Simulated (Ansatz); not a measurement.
**Question.** Predict a relaxed structure of Sn(eta1-allyl)H3 (C3H8Sn), charge 0, singlet, at PBE-D4/def2-SVP (Ansatz).

**Answer.** 
Cartesian coordinates in Å:
```
Sn 1.3188 -1.2324 -0.6699
C 0.5886 0.6512 0.2049
C -0.8683 0.8231 -0.0561
C -1.8579 0.6436 0.8420
H 1.1985 1.4532 -0.2592
H 0.8228 0.6085 1.2878
H -1.1427 1.0980 -1.0924
H -1.6440 0.3672 1.8887
H -2.9154 0.7687 0.5630
H 0.8650 -1.2920 -2.3391
H 0.5897 -2.5553 0.1720
H 3.0449 -1.3339 -0.5418
```
 This is one stationary point.

In the def2 sets Sn takes a core potential; there is no spin–orbit coupling.
